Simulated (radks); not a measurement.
Task: Species: Cu III. Configuration: [Ar] 3d7 4p2 (not the ground configuration). Calculated with a radial shooting solver on a logarithmic mesh with Libxc functionals: scalar-relativistic Kohn-Sham, r2SCAN, spin-polarised, spherical densities, finite nucleus; open shells are filled with parallel spins first; meta-GGA in the generalised Kohn-Sham scheme; Fermi nuclear charge, rms radius 3.8823 fm. Some entries of the table are withheld. Estimate them.

orbital,occ.,eigenvalue (hartree),<r> (bohr),r(max) (bohr)
1s up,1,-327.9699,0.05214,0.03412
1s down,1,-327.9646,0.05214,0.03412
2s up,1,-41.23114,0.2350,0.1965
2s down,1,-41.13132,0.2346,0.1964
2p up,3,-35.75109,0.2066,0.1584
2p down,3,-35.67219,0.2062,0.1582
3s up,1,(1),0.6975,0.6085
3s down,1,(2),0.7010,0.6100
3p up,3,-4.45240,0.7252,0.6130
3p down,3,-4.26096,0.7298,0.6152
3d up,5,-1.81693,0.8134,0.5787
3d down,2,-1.62159,0.8252,0.5844
4p up,2,-0.78543,2.404,2.096
4p down,0,-0.62878,2.527,2.156

Result: 
(1) 3s up eigenvalue (hartree): -6.09554
(2) 3s down eigenvalue (hartree): -5.90432
